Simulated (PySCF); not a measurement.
## Electron correlation in Cl⁺ (chlorine, charge +1)

[Ne] 3s2 3p4, high-spin 3P determinant. Calculation: PySCF 2.14, in x2c-TZVPPall with one added diffuse shell each of s, p, d type (6s6p4d1f, 51 functions); the spin-free X2C one-electron Hamiltonian (Gaussian nucleus). Frozen: 1s2; 14 electrons correlated.

```tsv
level	correlation energy (mhartree)
CCSD	-310.18
(T)	-5.75
CCSD(T)	-315.93
```

Diagnostics: T1 = 0.0062, D1 = 0.0300, largest double amplitude 0.037.

Cost of the coupled-cluster step: about 10 core-seconds, for 14 correlated electrons.

Iterations:

```
CC2 = 0
CCSD nocc = (np.int64(8), np.int64(6)), nmo = (50, 50)
frozen orbitals [[0], [0]]
max_cycle = 100
direct = 0
conv_tol = 1e-08
conv_tol_normt = 1e-06
diis_space = 8
diis_start_cycle = 0
Init t2, MP2 energy = -0.288219089623324
Init E_corr(UCCSD) = -0.288219089624442
cycle = 1  E_corr(UCCSD) = -0.304178115241804  dE = -0.0159590256  norm(t1,t2) = 0.0403783
cycle = 2  E_corr(UCCSD) = -0.30840949122084  dE = -0.00423137598  norm(t1,t2) = 0.0134541
cycle = 3  E_corr(UCCSD) = -0.310228853953556  dE = -0.00181936273  norm(t1,t2) = 0.00546454
cycle = 4  E_corr(UCCSD) = -0.310177446897209  dE = 5.14070563e-05  norm(t1,t2) = 0.000649775
cycle = 5  E_corr(UCCSD) = -0.310172937026785  dE = 4.50987042e-06  norm(t1,t2) = 9.09115e-05
cycle = 6  E_corr(UCCSD) = -0.310175543368704  dE = -2.60634192e-06  norm(t1,t2) = 2.3789e-05
cycle = 7  E_corr(UCCSD) = -0.310175379894818  dE = 1.63473887e-07  norm(t1,t2) = 5.23599e-06
cycle = 8  E_corr(UCCSD) = -0.310175346911514  dE = 3.29833034e-08  norm(t1,t2) = 1.39184e-06
cycle = 9  E_corr(UCCSD) = -0.310175360804923  dE = -1.3893409e-08  norm(t1,t2) = 4.36811e-07
cycle = 10  E_corr(UCCSD) = -0.310175356754408  dE = 4.05051537e-09  norm(t1,t2) = 8.74396e-08
UCCSD converged
E(UCCSD) = -460.7663846607836  E_corr = -0.3101753567544078
UCCSD(T) correction = -0.00574519400553983
```

This basis was not built for core-valence correlation, so the inner-shell part is incomplete.
